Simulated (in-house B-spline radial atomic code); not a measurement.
# Yb6+: [Kr] 4d10 4f11 5s2 5p5 (with a hole in an inner shell)

Level of theory: Dirac-Hartree-Fock, average of configuration, Fermi nucleus of rms radius 5.3108 fm; calculated with a B-spline radial code for spherical atoms.

Z_r = [3n² - l(l+1)]/(2<r>); Z_e = n√(-2ε); the last column is Slater's effective charge. Values are occupation-weighted means over j. An effective charge above Z reflects the relativistic contraction of the inner shells.

| shell | electrons | ε (eV) | <r> (bohr) | Z_r | Z_e | Slater |
| --- | --- | --- | --- | --- | --- | --- |
| 1s | 2 | -61807 | 0.01966 | 76.30 | 67.40 | 69.70 |
| 2s | 2 | -10685 | 0.08269 | 72.56 | 56.05 | 65.85 |
| 2p | 6 | -9472.8 | 0.07378 | 67.77 | 52.77 | 65.85 |
| 3s | 2 | -2546.4 | 0.2157 | 62.59 | 41.04 | 58.75 |
| 3p | 6 | -2169.7 | 0.2151 | 58.12 | 37.88 | 58.75 |
| 3d | 10 | -1686.1 | 0.1961 | 53.55 | 33.40 | 48.85 |
| 4s | 2 | -611.59 | 0.4864 | 49.34 | 26.82 | 42.25 |
| 4p | 6 | -483.73 | 0.5148 | 44.68 | 23.85 | 42.25 |
| 4d | 10 | -306.61 | 0.5544 | 37.88 | 18.99 | 30.85 |
| 5s | 2 | -151.86 | 1.139 | 32.92 | 16.70 | 15.25 |
| 5p | 5 | -116.08 | 1.278 | 28.56 | 14.60 | 15.25 |
| 4f | 11 | -114.38 | 0.6517 | 27.62 | 11.60 | 20.50 |

The least bound orbital is 5p3/2 at -113.2 eV, and it is also the most diffuse (<r> = 1.302 bohr).

Spin-orbit splittings of the orbital energies (j = l + 1/2 above j = l - 1/2 when positive): 2p 1049 eV, 3p 226.5 eV, 3d 48.9 eV, 4p 52.29 eV, 4d 9.772 eV, 5p 8.538 eV, 4f 1.617 eV.

For the 1s electron the small component carries 6.9 % of the norm, the zero-frequency Breit interaction raises the level by 202.4 eV, self-energy by 124.3 eV, and vacuum polarisation lowers it by 22.14 eV.
